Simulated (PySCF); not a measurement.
C2H5BeCl, SMILES C[CH2][Be][Cl]. Atoms are numbered in the order given.

```xyz
9

Be     0.2845     0.2002     0.0000
Cl    -0.1174     1.9826     0.0000
C      0.6599    -1.4391     0.0000
C     -0.5300    -2.4224     0.0000
H      1.3071    -1.6461    -0.8768
H      1.3071    -1.6461     0.8768
H     -1.1705    -2.2849     0.8868
H     -1.1705    -2.2849    -0.8868
H     -0.1950    -3.4734     0.0000
```

Coordinates come from a TPSSh-D3(BJ)/def2-SVP optimisation. Other conformers were not sampled.

These are TPSSh-D3(BJ)/def2-SVP (PySCF) values and carry that method's errors.

Frequencies are harmonic and unscaled.

Problem. Estimate the vibrational spectrum. (Estimate from the structure and the level; the computed values follow.)

Solution. 
```json
[
 {"mode": "1", "ν (cm⁻¹)": "104", "IR (km/mol)": "2.1", "Raman (Å⁴/amu)": "0.5", "depolarisation": "0.74", "moving atoms (share of kinetic energy)": "C 41 %, H 21 %, Be 21 %, Cl 17 %"},
 {"mode": "2", "ν (cm⁻¹)": "151", "IR (km/mol)": "3.9", "Raman (Å⁴/amu)": "0.0", "depolarisation": "–", "moving atoms (share of kinetic energy)": "H 64 %, Be 29 %"},
 {"mode": "3", "ν (cm⁻¹)": "279", "IR (km/mol)": "11.2", "Raman (Å⁴/amu)": "0.2", "depolarisation": "0.75", "moving atoms (share of kinetic energy)": "H 54 %, Be 40 %"},
 {"mode": "4", "ν (cm⁻¹)": "362", "IR (km/mol)": "29.2", "Raman (Å⁴/amu)": "3.6", "depolarisation": "0.15", "moving atoms (share of kinetic energy)": "Be 53 %, C 22 %, Cl 17 %, H 8 %"},
 {"mode": "5", "ν (cm⁻¹)": "470", "IR (km/mol)": "22.5", "Raman (Å⁴/amu)": "7.1", "depolarisation": "0.13", "moving atoms (share of kinetic energy)": "C 45 %, Cl 23 %, Be 17 %, H 15 %"},
 {"mode": "6", "ν (cm⁻¹)": "615", "IR (km/mol)": "56.9", "Raman (Å⁴/amu)": "1.5", "depolarisation": "0.75", "moving atoms (share of kinetic energy)": "H 66 %, C 21 %, Be 13 %"},
 {"mode": "7", "ν (cm⁻¹)": "924", "IR (km/mol)": "7.4", "Raman (Å⁴/amu)": "0.4", "depolarisation": "0.75", "moving atoms (share of kinetic energy)": "H 90 %, C 8 %"},
 {"mode": "8", "ν (cm⁻¹)": "955", "IR (km/mol)": "13.5", "Raman (Å⁴/amu)": "1.5", "depolarisation": "0.17", "moving atoms (share of kinetic energy)": "H 80 %, C 18 %"},
 {"mode": "9", "ν (cm⁻¹)": "992", "IR (km/mol)": "15.8", "Raman (Å⁴/amu)": "9.0", "depolarisation": "0.37", "moving atoms (share of kinetic energy)": "C 66 %, H 22 %, Be 11 %"},
 {"mode": "10", "ν (cm⁻¹)": "1106", "IR (km/mol)": "159.1", "Raman (Å⁴/amu)": "1.0", "depolarisation": "0.50", "moving atoms (share of kinetic energy)": "Be 56 %, H 31 %, C 10 %"},
 {"mode": "11", "ν (cm⁻¹)": "1247", "IR (km/mol)": "3.4", "Raman (Å⁴/amu)": "2.5", "depolarisation": "0.75", "moving atoms (share of kinetic energy)": "H 78 %, C 22 %"},
 {"mode": "12", "ν (cm⁻¹)": "1266", "IR (km/mol)": "65.4", "Raman (Å⁴/amu)": "2.5", "depolarisation": "0.01", "moving atoms (share of kinetic energy)": "C 42 %, H 41 %, Be 16 %"},
 {"mode": "13", "ν (cm⁻¹)": "1406", "IR (km/mol)": "5.5", "Raman (Å⁴/amu)": "2.7", "depolarisation": "0.75", "moving atoms (share of kinetic energy)": "H 83 %, C 17 %"},
 {"mode": "14", "ν (cm⁻¹)": "1429", "IR (km/mol)": "3.7", "Raman (Å⁴/amu)": "13.6", "depolarisation": "0.75", "moving atoms (share of kinetic energy)": "H 92 %"},
 {"mode": "15", "ν (cm⁻¹)": "1494", "IR (km/mol)": "3.9", "Raman (Å⁴/amu)": "14.8", "depolarisation": "0.75", "moving atoms (share of kinetic energy)": "H 96 %"},
 {"mode": "16", "ν (cm⁻¹)": "1504", "IR (km/mol)": "4.3", "Raman (Å⁴/amu)": "19.4", "depolarisation": "0.75", "moving atoms (share of kinetic energy)": "H 97 %"},
 {"mode": "17", "ν (cm⁻¹)": "2987", "IR (km/mol)": "18.4", "Raman (Å⁴/amu)": "112.5", "depolarisation": "0.16", "moving atoms (share of kinetic energy)": "H 95 %"},
 {"mode": "18", "ν (cm⁻¹)": "3019", "IR (km/mol)": "44.7", "Raman (Å⁴/amu)": "152.1", "depolarisation": "0.01", "moving atoms (share of kinetic energy)": "H 97 %"},
 {"mode": "19", "ν (cm⁻¹)": "3025", "IR (km/mol)": "12.4", "Raman (Å⁴/amu)": "117.8", "depolarisation": "0.75", "moving atoms (share of kinetic energy)": "H 91 %, C 9 %"},
 {"mode": "20", "ν (cm⁻¹)": "3093", "IR (km/mol)": "32.5", "Raman (Å⁴/amu)": "106.5", "depolarisation": "0.71", "moving atoms (share of kinetic energy)": "H 91 %, C 9 %"},
 {"mode": "21", "ν (cm⁻¹)": "3102", "IR (km/mol)": "34.5", "Raman (Å⁴/amu)": "51.5", "depolarisation": "0.75", "moving atoms (share of kinetic energy)": "H 91 %, C 9 %"}
]
```
